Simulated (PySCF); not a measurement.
Nb(O)(F)(Me)2 (C2H6FNbO), SMILES [CH3][Nb]([CH3])(=[O])[F], multiplicity 1.

The structure is a stationary point at PBE0-D3(BJ)/def2-SVP. The spin state was assumed, not searched. The def2 effective core potentials stand for the cores of Nb; spin–orbit coupling is left out.

Level of theory: PySCF with PBE/def2-TZVP.

The molecule is in vacuum.

The total energy is -311.86304 hartree. The point group is Cs and the highest occupied level comes out as -7.10 eV. The lowest empty level comes out as -2.95 eV and the orbital gap is 4.15 eV. The dipole moment comes out as 0.533 e·Å. The quadrupole, principal values (traceless, Buckingham form, about the centre of nuclear charge) is -4.66, -0.24, 4.90 D·Å and the mean static polarisability comes out as 69.8 bohr³ (10.34 Å³). The polarisability, principal values is 60.7, 68.4, 80.3 bohr³.
